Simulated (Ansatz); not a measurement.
LaBr₃⁺. Charge 1, multiplicity 2. Geometry PBE0-D4/def2-SVP, that of the neutral singlet; atoms count from 1.

```xyz
4

La    0.299   -0.039   -0.081
Br   -0.488   -2.678   -0.112
Br   -0.498    1.562   -2.176
Br    0.688    1.155    2.370
```

In the def2 sets La takes a core potential; there is no spin–orbit coupling.

Q: Estimate the Mulliken populations from the PBE0/def2-TZVP orbitals of Ansatz.

A: 
```csv
atom,charge (e),spin (α − β),d electrons
La1,1.44,-0.09,1.16
Br2,-0.15,0.36,–
Br3,-0.15,0.36,–
Br4,-0.15,0.36,–
```
Mulliken values depend strongly on the basis.

Q: Where does the spin sit?

A: Summed by element: La -0.09, Br 1.09, of 1 unpaired in all. Largest on single atoms: Br2 0.36, Br3 0.36, Br4 0.36.

Q: And the Mayer bond orders between heavy atoms (over 0.3)?

A: La1–Br2 0.91 (2.75 Å); La1–Br3 0.91 (2.75 Å); La1–Br4 0.91 (2.75 Å).
